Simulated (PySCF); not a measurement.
Si(F)(Cl)2(OMe) (CH3Cl2FOSi), SMILES CO[Si](F)(Cl)Cl.

Geometry: B3LYP-D3(BJ)/def2-SVP. Other conformers were not sampled.

All values below come from PySCF with SMD-B3LYP/6-31G*.

Solvation free energies are E(SMD) − E(gas) at the gas-phase geometry, for 1 M in both phases. In vacuum the dipole moment is 2.32 D.

Q: Rank water, tetrahydrofuran, dimethylsulfoxide by solvation free energy, most negative first.

A: tetrahydrofuran (-3.7 kcal/mol), dimethylsulfoxide (-3.1 kcal/mol), water (-0.3 kcal/mol)
